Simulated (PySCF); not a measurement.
These are PySCF with PBE-D3(BJ)/def2-TZVP // ωB97X-D3(BJ)/def2-TZVP values and carry that method's errors. Gas-phase values, no solvent. Excitations are Tamm–Dancoff values on a coarser integration grid. The basis has no diffuse functions, so Rydberg states are missing or too high.

Reference species (SMILES): `F/[SiH]=[SiH]\[SiH3]` (neutral, multiplicity 1).

```json
{
  "T1 excitation (TDA)": "1.85 eV",
  "dipole_moment": "0.80 D"
}
```

Changed species: `[SiH3][Si](=[SiH2])F`.

Question: Give the shifts of the T1 excitation (TDA) and dipole moment.

Answer: the T1 excitation (TDA) rises by 0.04 eV, to 1.89 eV; the dipole moment increases by 0.20 D, to 1.00 D.
